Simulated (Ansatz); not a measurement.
`C[O][Al]([OH])[OH]` and `COB(O)O` differ in one element.

Ansatz, PBE0-D4/def2-TZVP geometries, multiplicity 1. Each molecule was computed in one conformer, which needn't be the lowest.

```
                                                                                  property  `C[O][Al]([OH])[OH]`
                                        size of the dipole moment (ωB97M-V/def2-TZVPP) / D                  0.32
                                                         LUMO energy (PBE/def2-TZVPP) / eV                 -1.23
                                                        HOMO energy (PBE0/def2-TZVPP) / eV                 -8.07
ideal-gas entropy at 298 K and 1 bar (rigid rotor, harmonic PBE0-D4/def2-TZVP) / J/(mol·K)                   360
                                                       HOMO energy (B3LYP/def2-TZVPP) / eV                 -7.83
                                                         HOMO energy (PBE/def2-TZVPP) / eV                 -6.50
```

Give the same properties after the change, and the shifts. (Estimate.)

The calculation gave: 
```tsv
property	`COB(O)O`	shift
size of the dipole moment (ωB97M-V/def2-TZVPP) / D	0.27	-0.05
LUMO energy (PBE/def2-TZVPP) / eV	-0.09	1.14
HOMO energy (PBE0/def2-TZVPP) / eV	-8.43	-0.36
ideal-gas entropy at 298 K and 1 bar (rigid rotor, harmonic PBE0-D4/def2-TZVP) / J/(mol·K)	322	-38
HOMO energy (B3LYP/def2-TZVPP) / eV	-8.18	-0.35
HOMO energy (PBE/def2-TZVPP) / eV	-6.81	-0.31
```

With PBE0 the HOMO falls by 0.36 eV and the LUMO rises by 1.10 eV, so the gap widens by about 1.46 eV. PBE moves the HOMO by -0.31 eV and ωB97M-V by -0.35 eV. Dipoles are sizes alone; their direction can turn.

B3LYP here is the variant with VWN-RPA as its local correlation; programs differ in this.
